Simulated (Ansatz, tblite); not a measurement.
Removing and adding an electron: (ZnSe)2 ring (Zn2Se2). Total charge 0; singlet. Geometry: r2SCAN-D4/def2-SVP. Ansatz, gas phase; energy differences of separate SCF runs; the oxidised species was run as a doublet alone; the reduced species was run as a doublet alone.

Cartesian coordinates in Å:
```
Zn -0.0258 -0.2826 -1.1747
Se -0.8044 1.7970 -0.4146
Zn 0.0260 0.2827 1.1747
Se 0.8042 -1.7971 0.4146
```

The xTB rows come from tblite. Correlated methods freeze 36 core orbitals; core or outer-core shells of Se are correlated, in sets that lack core-valence functions. The rows differ in basis, and correlated rows in double-zeta sets carry the largest basis error. In CCSD on the charge 1 doublet the largest single amplitude is 0.39, so its Hartree–Fock determinant may place the open shell otherwise than the density functionals do.

Q: Estimate orbital energies and vertical ionisation energies and electron affinities at: GFN1-xTB; GFN2-xTB; HF/def2-SVP; PBE-D4/def2-TZVP; PBE-D4/def2-TZVPD; r2SCAN-D4/def2-TZVP; r2SCAN-D4/def2-TZVPD; PBE0-D4/def2-TZVP; PBE0-D4/def2-TZVPD; MP2/def2-SVP; CCSD/def2-SVP; CCSD(T)/def2-SVP.

A: 
```
               level  −HOMO (eV)  vertical IE (eV)  −LUMO (eV)  vertical EA (eV)  HOMO–LUMO gap (eV)  IE − EA (eV)                       remarks
            GFN1-xTB        9.47             12.56        6.90              4.19                2.57          8.36                             –
            GFN2-xTB       10.94             13.40        8.79              6.50                2.15          6.91                             –
         HF/def2-SVP           –              7.36           –                 –                   –             –                             –
    PBE-D4/def2-TZVP        5.44              8.06        3.84                 –                1.60             –                             –
   PBE-D4/def2-TZVPD        5.48                 –        3.87              1.77                1.61             –  HOMO above zero (-1 doublet)
 r2SCAN-D4/def2-TZVP        5.66              8.17        3.67                 –                1.99             –                             –
r2SCAN-D4/def2-TZVPD        5.68                 –        3.68              1.88                1.99             –  HOMO above zero (-1 doublet)
   PBE0-D4/def2-TZVP        6.42              8.22        3.09                 –                3.33             –                             –
  PBE0-D4/def2-TZVPD        6.45                 –        3.11              1.71                3.34             –                             –
        MP2/def2-SVP           –              8.12           –                 –                   –             –                             –
       CCSD/def2-SVP           –              7.87           –                 –                   –             –                             –
    CCSD(T)/def2-SVP           –              7.82           –                 –                   –             –                             –
```

   A HOMO above zero means that the electron is unbound at that level or that self-interaction error raises the level; the energy of removing that electron tells which. Raw xTB energy differences between charge states are shifted by several eV; the methods need an empirical correction for them.
